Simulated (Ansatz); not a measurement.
The cluster AlSi₆ (the lowest doublet isomer of a short search). Charge 0, multiplicity 2. Geometry B3LYP-D4/def2-SVP, basis def2-TZVP, Ansatz.

```xyz
7

Al   -1.192    0.912    1.078
Si    1.602   -0.599   -1.662
Si   -0.605    0.222   -1.697
Si   -2.423   -0.458   -0.505
Si    0.860    0.505    2.310
Si    1.584    0.868    0.180
Si    0.173   -1.450    0.296
```

```csv
run,HOMO (eV),LUMO (eV)
A,-5.38,-4.37
B,-5.85,-3.91
C,-5.65,-4.14
D,-7.41,-2.27
```

Another isomer (doublet) lies 0.20 eV lower at PBE0-D4/def2-TZVP; other spin states weren't run for this one.

HOMO and LUMO are taken over both spins.

Task: The runs used PBE0, r2SCAN, r2SCANh, ωB97X-V. Estimate which is which.

Result: A r2SCAN (0 % exact exchange); B PBE0 (25 % exact exchange); C r2SCANh (10 % exact exchange); D ωB97X-V (range-separated). Exact exchange lowers occupied and raises empty levels; among semilocal functionals meta-GGAs tend to open the gap a little, and such runs are hard to tell apart. The gap grows from 1.02 eV (r2SCAN) to 5.15 eV (ωB97X-V).
